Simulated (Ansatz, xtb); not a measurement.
**Two isomers of C2H4BClF2**

Structure X is `C[C@H](Cl)B(F)F`, a singlet and structure Y is `FB(F)CCCl`, a singlet. Both are isolated molecules in the gas phase, relaxed with PBE0-D3(BJ)/def2-SVP; the shapes shown needn't be the lowest conformers.

X (Å):

```tsv
atom	x (Å)	y (Å)	z (Å)
C	1.0213	1.8326	0.4647
C	0.1653	0.6330	0.1358
B	0.0560	-0.4790	1.2431
Cl	-1.5916	1.1063	0.0195
F	0.1851	-0.1797	2.5206
F	-0.1754	-1.7392	0.9351
H	0.7471	2.2586	1.4400
H	0.9213	2.6158	-0.3004
H	2.0800	1.5295	0.5094
H	0.4137	0.2054	-0.8456
```

Y (Å):

```yaml
atoms:
  - { symbol: C, position_ang: [0.6174, 0.0165, -1.7550] }
  - { symbol: C, position_ang: [1.3156, -1.3018, -1.5100] }
  - { symbol: B, position_ang: [-0.6265, -0.0690, -2.7000] }
  - { symbol: Cl, position_ang: [2.7241, -1.1179, -0.4201] }
  - { symbol: F, position_ang: [-1.3292, 1.0055, -3.0039] }
  - { symbol: F, position_ang: [-1.0295, -1.2092, -3.2335] }
  - { symbol: H, position_ang: [0.2890, 0.4644, -0.8004] }
  - { symbol: H, position_ang: [1.3198, 0.7539, -2.1822] }
  - { symbol: H, position_ang: [0.6463, -2.0353, -1.0403] }
  - { symbol: H, position_ang: [1.6936, -1.7413, -2.4431] }
```

Quicker runs give these differences E(Y) − E(X): GFN2-xTB −1.41 kcal/mol; HF/STO-3G −0.58 kcal/mol (at GFN2-xTB geometries); r2SCAN-D4/def2-SVP −0.76 kcal/mol (at GFN2-xTB geometries).

Q: Estimate E(Y) − E(X) at the level CCSD(T)/def2-SVP + ΔMP2/def2-TZVPP.

A: Not settled: CCSD(T)/def2-SVP + ΔMP2/def2-TZVPP gives E(Y) − E(X) = −1.30 kcal/mol, but this leans on the basis-set step: CCSD(T) alone gives −0.56 kcal/mol.

How the difference moves with the method:

```json
{"level": "GFN2-xTB", "geometry": "GFN2-xTB", "E(Y) − E(X) (kcal/mol)": "−1.41", "departure from the last row (kcal/mol)": "−0.10", "job, with rough time for the two": "optimisation, 0.22 s"}
{"level": "HF/STO-3G", "geometry": "GFN2-xTB", "E(Y) − E(X) (kcal/mol)": "−0.58", "departure from the last row (kcal/mol)": "+0.73", "job, with rough time for the two": "single point, 0.24 s"}
{"level": "r2SCAN-D4/def2-SVP", "geometry": "GFN2-xTB", "E(Y) − E(X) (kcal/mol)": "−0.76", "departure from the last row (kcal/mol)": "+0.55", "job, with rough time for the two": "single point, 2 s"}
{"level": "PBE0-D3(BJ)/def2-SVP", "geometry": "PBE0-D3(BJ)/def2-SVP", "E(Y) − E(X) (kcal/mol)": "−1.00", "departure from the last row (kcal/mol)": "+0.30", "job, with rough time for the two": "optimisation, 18 s"}
{"level": "HF/def2-SVP", "geometry": "PBE0-D3(BJ)/def2-SVP", "E(Y) − E(X) (kcal/mol)": "−1.81", "departure from the last row (kcal/mol)": "−0.50", "job, with rough time for the two": "part of the CCSD(T) run"}
{"level": "MP2/def2-SVP", "geometry": "PBE0-D3(BJ)/def2-SVP", "E(Y) − E(X) (kcal/mol)": "−0.80", "departure from the last row (kcal/mol)": "+0.50", "job, with rough time for the two": "part of the CCSD(T) run"}
{"level": "CCSD(T)/def2-SVP", "geometry": "PBE0-D3(BJ)/def2-SVP", "E(Y) − E(X) (kcal/mol)": "−0.56", "departure from the last row (kcal/mol)": "+0.75", "job, with rough time for the two": "single point"}
{"level": "CCSD(T)/def2-SVP + ΔMP2/def2-TZVPP", "geometry": "PBE0-D3(BJ)/def2-SVP", "E(Y) − E(X) (kcal/mol)": "−1.30", "departure from the last row (kcal/mol)": "", "job, with rough time for the two": "single point, 20 s"}
```

As drawn, both hold the same kinds of bond in the same numbers. Structure X has 1 methyl group, Y 0.

The largest departure from CCSD(T)/def2-SVP + ΔMP2/def2-TZVPP is that of CCSD(T)/def2-SVP, 0.75 kcal/mol. The last row adds to CCSD(T) the change of the MP2 difference between the two basis sets, here −0.75 kcal/mol.

With harmonic frequencies from PBE0-D3(BJ)/def2-SVP (ideal gas, rigid rotor, one conformer each, 298.15 K, 1 atm): on the last row, ΔE + ΔZPE = −1.21 kcal/mol. A mode under 50 cm⁻¹ makes harmonic enthalpies and free energies unreliable, so none is given.

The correlated steps freeze 10 core orbitals. Run with Ansatz 0.2.0, xtb 6.7.1; the last row on 2 threads of Intel(R) Xeon(R) 6975P-C (Granite Rapids) on a shared host.
